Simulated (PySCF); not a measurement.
## Spin–spin couplings to the heavy atom in SMILES Nc1ccc(Br)cc1, C6H6BrN

Geometry (Å), atoms numbered from 1 in this order:
```xyz
14

N    -2.346    0.294    0.089
C    -0.980    0.122    0.036
C    -0.418   -1.090   -0.401
C     0.958   -1.282   -0.411
C     1.806   -0.262    0.017
Br    3.678   -0.520    0.002
C     1.272    0.949    0.454
C    -0.105    1.137    0.463
H    -2.907   -0.320   -0.485
H    -2.686    1.245    0.119
H    -1.075   -1.898   -0.736
H     1.374   -2.230   -0.755
H     1.934    1.749    0.788
H    -0.514    2.089    0.811
```

Calculated values (PySCF 2.14 with density-fitted X2C routines): indirect couplings, PBE0/pcJ-1 (dyall-v2z on Br), isolated molecule, finite nuclei, structure from PBE0-D3(BJ)/def2-SVP.

Non-relativistic values:
```json
{"coupling": "1J(79Br,13C)", "atoms": "Br6 – C5", "J (Hz)": "-148.4"}
{"coupling": "2J(79Br,13C)", "atoms": "Br6 – C4/C7", "J (Hz)": "5.9"}
{"coupling": "3J(79Br,1H)", "atoms": "Br6 – H12/H13", "J (Hz)": "4.2"}
{"coupling": "4J(79Br,13C)", "atoms": "Br6 – C2", "J (Hz)": "0.7"}
{"coupling": "4J(79Br,1H)", "atoms": "Br6 – H11/H14", "J (Hz)": "0.9"}
{"coupling": "5J(79Br,15N)", "atoms": "Br6 – N1", "J (Hz)": "-0.9"}
```

What do two-component X2C with spin–orbit coupling give?

Answers


```csv
coupling,atoms,with spin–orbit (Hz)
"1J(79Br,13C)",Br6 – C5,-161.1
"2J(79Br,13C)",Br6 – C4/C7,4.5
"3J(79Br,1H)",Br6 – H12/H13,4.3
"4J(79Br,13C)",Br6 – C2,0.9
"4J(79Br,1H)",Br6 – H11/H14,0.9
"5J(79Br,15N)",Br6 – N1,-1.0
```

The largest listed coupling, 1J(79Br,13C), ends at 1.09 times its non-relativistic value. Equivalent partners are averaged, as under fast rotation. Couplings to strongly quadrupolar nuclei (79Br) are seldom resolved in solution.
